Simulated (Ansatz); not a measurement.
One change: `C[SiH](O)[Si](O)(O)O` becomes `O[SiH](F)[Si](O)(O)O`.

Ansatz, PBE0-D4/def2-TZVP geometries, multiplicity 1. Each molecule was computed in one conformer, which needn't be the lowest.

| property | `C[SiH](O)[Si](O)(O)O` |
| --- | --- |
| LUMO energy (PBE0/def2-TZVPP) / eV | 0.13 |
| HOMO energy (B3LYP/def2-TZVPP) / eV | -7.31 |
| HOMO energy (PBE/def2-TZVPP) / eV | -6.18 |
| size of the dipole moment (B3LYP/def2-TZVPP) / D | 2.02 |
| size of the dipole moment (PBE/def2-TZVPP) / D | 1.93 |
| HOMO–LUMO gap (B3LYP/def2-TZVPP) / eV | 7.21 |

(1) Give the same properties after the change, and the shifts. (Estimate.)

## Answers

(1) Ansatz gave: 
```tsv
property	`O[SiH](F)[Si](O)(O)O`	shift
LUMO energy (PBE0/def2-TZVPP) / eV	-0.11	-0.24
HOMO energy (B3LYP/def2-TZVPP) / eV	-7.80	-0.49
HOMO energy (PBE/def2-TZVPP) / eV	-6.63	-0.45
size of the dipole moment (B3LYP/def2-TZVPP) / D	1.45	-0.57
size of the dipole moment (PBE/def2-TZVPP) / D	1.44	-0.49
HOMO–LUMO gap (B3LYP/def2-TZVPP) / eV	7.43	0.22
```

With PBE0 the HOMO falls by 0.50 eV and the LUMO falls by 0.24 eV, so the gap widens by about 0.26 eV. PBE moves the HOMO by -0.45 eV and ωB97M-V by -0.51 eV. Dipoles are sizes alone; their direction can turn.

B3LYP here is the variant with VWN-RPA as its local correlation; programs differ in this.
